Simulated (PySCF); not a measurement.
```xyz
13

Si     2.9446     0.3817     0.3357
C      1.4529     0.1761    -0.4071
C      0.2753    -0.0076    -0.9504
C     -0.8280    -0.8509    -0.3825
Si    -2.0931     0.2249     0.5271
H      3.1792     1.4526     1.3154
H      4.1027    -0.4567    -0.0074
H      0.0300     0.5164    -1.8765
H     -1.3466    -1.3921    -1.1790
H     -0.4285    -1.5806     0.3238
H     -3.2279    -0.6090     0.9934
H     -1.4489     0.8723     1.6917
H     -2.6116     1.2730    -0.3842
```

Charge 0, multiplicity 1.

Give the Mulliken and meta-Löwdin atomic charges from ωB97X-D3(BJ)/def2-TZVP // B3LYP-D3(BJ)/def2-TZVP run with PySCF.


```
atom  Mulliken (e)  meta-Löwdin (e)
----  ------------  ---------------
Si1           0.16             0.41
C2           -0.25            -0.37
C3           -0.12            -0.06
C4           -0.28            -0.43
Si5           0.22             0.55
H6            0.00            -0.08
H7            0.00            -0.08
H8            0.14             0.12
H9            0.12             0.12
H10           0.13             0.13
H11          -0.04            -0.11
H12          -0.03            -0.10
H13          -0.04            -0.11
```
